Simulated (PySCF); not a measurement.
# Diatomic cations of P with the fourth-period p block

HF with triple-zeta basis sets in PySCF, for the lowest determinant that a PBE0 search found; no spin–orbit coupling. De refers to high-spin ground-configuration atoms (the charge goes to the atom of lower measured ionisation energy or higher electron affinity, which is not always the lowest computed limit). A positive dipole points towards P; it is taken about the centre of mass and depends on that origin.

| M | basis | reference | charged atom | state (unpaired electrons) | Re (Å) | ωe (cm⁻¹) | De (eV) | μ (D) |
| --- | --- | --- | --- | --- | --- | --- | --- | --- |
| Ga | def2-TZVPPD | UHF | Ga+ | quartet (σ ↑, π ↑↑) | 3.112 | 78.4 | 0.19 | -1.74 |
| Ge | def2-TZVPPD | UHF | Ge+ | triplet (π ↑↑) | 2.296 | 401 | 1.30 | -0.21 |
| Br | def2-TZVPPD | UHF | P+ | doublet (π ↑) | 2.050 | 568 | 2.46 | 3.67 |

The shortest bond is that of PBr⁺ (2.050 Å), the longest that of GaP⁺ (3.112 Å). PBr⁺ is bound most strongly (2.46 eV) and GaP⁺ least (0.19 eV).

The state changes along the series, so neighbouring rows are not always alike in their bonding.

Spin–orbit coupling is left out. For an ion De counts to the pair picked by the measured ionisation energies or electron affinities, which need not be the lowest pair at this level. Hartree–Fock leaves out correlation, which carries a large part of most bond energies and some tenths to 1 eV of ionisation energies. States were picked by a PBE0 search and need not be the measured ground states.
